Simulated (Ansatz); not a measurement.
A structure relaxed at B3LYP-D4/def2-TZVP in Ansatz, charge 0, singlet:

Cartesian coordinates in Å:
```
Sn 0.000 0.000 0.000
O -0.032 0.772 1.641
O 0.032 -0.772 -1.641
```

Give its formula and point group.

the cluster SnO₂. Point group D∞h (tolerance 0.1 Å).

Summarise the bond lengths by kind (pairs closer than 1.2 times the sum of covalent radii, bridged metal pairs left out).

2 × O–Sn 1.81 Å.

In the def2 sets Sn takes a core potential; there is no spin–orbit coupling. The structure comes from a short search, and lower isomers may exist.
